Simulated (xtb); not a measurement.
Zn(F)(GeH3) (FGeH3Zn), SMILES [GeH3][Zn][F]. All values are semi-empirical tight-binding results from xtb (GFN2-xTB unless named), good for trends rather than for accurate numbers. The structure is a stationary point at GFN2-xTB. The structure was generated by enumeration; whether it is a known compound was not checked.

For metal compounds this method's bond lengths and energies can be far off.

Computed properties:
```
Property                                      Result
-------------------------------------  -------------
orbital gap                                  4.64 eV
zero-point energy                      14.6 kcal/mol
G − E(el) at 298.15 K (modified RRHO)  -5.0 kcal/mol
```
